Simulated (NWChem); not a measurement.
Species: WOClF3; SMILES [O]=[W]([F])([F])([F])[Cl]

Results from NWChem. Structure relaxed at the PBE-D3(BJ)/def2-SVP level. No frequency run checked for a minimum. def2 effective core potentials on W; no spin-orbit coupling. Level SCAN/def2-SVP: energy and gradient on several grids; changes count from the extra-fine grid, which is no exact limit either.

```csv
grid,size of the energy change (μHa),largest change of a gradient component (μHa/bohr),"time, medium = 1 (rough)"
xcoarse,300,5000,about 1
coarse,3000,3000,about 1
medium,10000,300,about 1
fine,3000,300,about 1
xfine,< 10,< 30,2
```
